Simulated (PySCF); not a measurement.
# Electron correlation in Cd³⁺ (cadmium, charge +3)

[Kr] 4d9, 2D determinant. All numbers are calculated (PySCF 2.14, scalar relativity through the core potential, in aug-cc-pVDZ-PP with ECP28MDF). Frozen: 4s2 4p6; 9 electrons correlated.

```
  level  correlation energy (mhartree)
   CCSD                        -220.72
    (T)                          -2.13
CCSD(T)                        -222.85
```

Diagnostics: T1 = 0.0017, D1 = 0.0029, largest double amplitude 0.018.

Cost of the coupled-cluster step: roughly 4 core-seconds, for 9 correlated electrons.

Iterations:

```
CC2 = 0
CCSD nocc = (np.int64(5), np.int64(4)), nmo = (50, 50)
frozen orbitals [[0, 1, 2, 3], [0, 1, 2, 3]]
max_cycle = 100
direct = 0
conv_tol = 1e-08
conv_tol_normt = 1e-06
diis_space = 8
diis_start_cycle = 0
Init t2, MP2 energy = -0.224369900287394
Init E_corr(UCCSD) = -0.224369900288544
cycle = 1  E_corr(UCCSD) = -0.219924916519795  dE = 0.00444498377  norm(t1,t2) = 0.0131712
cycle = 2  E_corr(UCCSD) = -0.220605588071726  dE = -0.000680671552  norm(t1,t2) = 0.00319485
cycle = 3  E_corr(UCCSD) = -0.22069574130837  dE = -9.01532366e-05  norm(t1,t2) = 0.00142456
cycle = 4  E_corr(UCCSD) = -0.22072511373623  dE = -2.93724279e-05  norm(t1,t2) = 0.000537716
cycle = 5  E_corr(UCCSD) = -0.22071609104954  dE = 9.02268669e-06  norm(t1,t2) = 0.000199845
cycle = 6  E_corr(UCCSD) = -0.220717190348522  dE = -1.09929898e-06  norm(t1,t2) = 5.15195e-05
cycle = 7  E_corr(UCCSD) = -0.220717500979852  dE = -3.10631329e-07  norm(t1,t2) = 8.80926e-06
cycle = 8  E_corr(UCCSD) = -0.220717356905864  dE = 1.44073987e-07  norm(t1,t2) = 3.02348e-06
cycle = 9  E_corr(UCCSD) = -0.220717374520851  dE = -1.76149867e-08  norm(t1,t2) = 9.96131e-07
cycle = 10  E_corr(UCCSD) = -0.220717381119585  dE = -6.59873409e-09  norm(t1,t2) = 2.21015e-07
UCCSD converged
E(UCCSD) = -164.895810360628  E_corr = -0.2207173811195852
UCCSD(T) correction = -0.00213130399824849
```
